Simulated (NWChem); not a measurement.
System: C₂H₇BO₂; SMILES CCOBO

Here is an NWChem input.

```
start job
memory heap 200 mb stack 900 mb global 1100 mb
geometry units angstroms noautoz
  B     -0.459496     1.308815     0.303823
  H     -1.124276     2.085245     0.930362
  O      0.740635     1.668010    -0.254207
  H      0.945502     2.596418    -0.082522
  O     -0.940074     0.051605     0.160454
  C     -0.229195    -0.960869    -0.563929
  C      0.613093    -1.810434     0.379095
  H     -0.991109    -1.574116    -1.057273
  H      0.397632    -0.503154    -1.336538
  H     -0.009837    -2.241605     1.169825
  H      1.091057    -2.629638    -0.170980
  H      1.398652    -1.207082     0.846350
end
basis spherical
  * library def2-svp
end
dft
  xc b3lyp
  iterations 150
  mulliken
end
task dft energy
```

All runs use the structure optimised with B3LYP/6-31G* (spherical d).

Question: What results follow from this input? (B3LYP/def2-SVP.) Quantities: energy (Ha); highest occupied level (eV); orbital gap (eV); dipole (D).

Answer: The energy (Ha) is -255.64, the highest occupied level (eV) comes out as -8.08 and the orbital gap (eV) is 9.18. The dipole (D) is 1.33.
